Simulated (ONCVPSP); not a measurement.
**Reading a pseudo-wave (cobalt (Co))**

Columns: radius, all-electron u(r) and pseudo u(r) of the 3s shell (level -102.37 eV) of cobalt in the configuration [Ne] 3s2 3p6 3d7 4s1.75 4p0.25; LDA (Perdew-Wang 92), scalar-relativistic, ONCV scheme, ONCVPSP 4.0.1.

```csv
r (bohr),all-electron,pseudo
0.075,-0.0209,0.0987
0.150,-0.6372,0.2188
0.225,-0.5529,0.3724
0.300,-0.0952,0.5570
0.375,0.4160,0.7561
0.450,0.8277,0.9442
0.525,1.0959,1.0956
0.600,1.2330,1.1925
0.675,1.2674,1.2274
0.750,1.2316,1.2055
0.825,1.1520,1.1391
0.900,1.0488,1.0440
0.975,0.9361,0.9347
1.050,0.8229,0.8226
1.125,0.7151,0.7149
1.200,0.6157,0.6155
1.275,0.5261,0.5260
1.350,0.4469,0.4469
1.425,0.3778,0.3777
1.500,0.3180,0.3179
1.575,0.2668,0.2667
1.650,0.2231,0.2230
1.725,0.1861,0.1861
1.800,0.1549,0.1549
1.875,0.1287,0.1287
1.950,0.1068,0.1067
```

Question: How many radial nodes do the two functions have?

Answer: The all-electron 3s function has n − l − 1 = 2 (the table is too coarse to show those close to the nucleus); the pseudo-wave has 0, since the states of the same l below it are removed with the core.

Question: At about which radius was the pseudo-wave matched?

Answer: 1.15 bohr. The columns agree to 0.0005 from 1.05 bohr on; several derivatives are matched, so the curves merge somewhat inside the radius.

Question: Is the pseudo-wave norm-conserving?

Answer: Yes: the ONCV scheme keeps the norm inside the radius equal to the all-electron one, which fixes the energy derivative of the logarithmic derivative at the level.
